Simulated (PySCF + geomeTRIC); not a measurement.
Species: [W(Cl)3(OH)3] (charge 0, multiplicity 1).

Problem. Give a relaxed geometry from BP86-D3(BJ)/def2-SVP run with PySCF + geomeTRIC.

Solution. Several could match; the one computed here: the end point of this relaxation, one of several conformers.
Cartesian coordinates (Å) in one orientation:
```xyz
10

W     -0.092    -0.077    -0.002
Cl    -0.952    -1.059    -2.039
Cl     0.403    -2.052     1.131
Cl    -0.502     2.078    -0.940
O      0.527     0.921     1.475
H      0.562     1.896     1.548
O      1.519    -0.214    -0.971
H      1.605    -0.581    -1.874
O     -1.906    -0.236     0.484
H     -2.610    -0.608    -0.085
```
